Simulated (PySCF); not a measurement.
Stepwise substitution at one centre (Ga F-SH). Isolated molecules, 0 K electronic values unless said otherwise. One relaxed conformer stands for each flexible species; it need not be the lowest. Strings in code marks are SMILES.

The numbers are results of TPSSh-D3(BJ)/def2-TZVP // CAM-B3LYP-D3(BJ)/def2-TZVP run with PySCF, not measurements. All candidates: neutral, multiplicity 1. Excitations are Tamm–Dancoff values on a coarser integration grid. The basis has no diffuse functions, so Rydberg states are missing or too high.

- T1 excitation (TDA): 4.92 eV
- LUMO: -2.03 eV
- HOMO–LUMO gap: 5.90 eV

Problem. Which member has these values?
A. `[SH][Ga]([SH])[SH]`
B. `[F][Ga]([SH])[SH]` (S–Ga–S–H torsion -180°, S–Ga–S–H torsion -180°)
C. `[F][Ga]([F])[SH]` (F–Ga–S–H torsion 0°)
D. `[F][Ga]([F])[F]`

Solution. C, `[F][Ga]([F])[SH]` (F–Ga–S–H torsion 0°). The others give `[F][Ga]([F])[F]`: 6.83 eV, -2.73 eV, 7.88 eV; `[F][Ga]([SH])[SH]` (S–Ga–S–H torsion -180°, S–Ga–S–H torsion -180°): 4.86 eV, -1.57 eV, 5.73 eV; `[SH][Ga]([SH])[SH]`: 4.89 eV, -1.34 eV, 5.69 eV
